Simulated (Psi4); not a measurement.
WSCl2O (SMILES [O]=[W](=[S])([Cl])[Cl]): the HOMO–LUMO gap, rung by rung

WSCl2O has 5 atoms, charge 0, and is taken as a singlet. SMILES: `[O]=[W](=[S])([Cl])[Cl]`. The shape was relaxed beforehand at PBE0/def2-TZVP.

Each level gives the HOMO–LUMO gap (eV). The values are calculated.

| level | kind | program | value (eV) | CPU time |
| --- | --- | --- | --- | --- |
| PBE-D4/def2-TZVPP (density fitting, core potential) | GGA | Psi4 | 2.84 | 66 s |
| r2SCAN-D4/def2-TZVPP (density fitting, core potential) | meta-GGA | Psi4 | 3.16 | 2.6 min |
| B3LYP-D4/def2-TZVPP (density fitting, core potential) | global hybrid | Psi4 | 4.32 | 53 s |
| PBE0-D4/def2-TZVPP (density fitting, core potential) | global hybrid | Psi4 | 4.74 | 50 s |
| wB97M-V/def2-TZVPP (density fitting, core potential) | range-separated hybrid | Psi4 | 8.86 | 2.8 min |

The values span 2.84 to 8.86 eV. Orbital gaps aren't excitation energies; they tend to grow with the share of exact exchange. CPU times are rough (shared hosts, several kinds of processor): they show what a rung costs within a factor of a few.
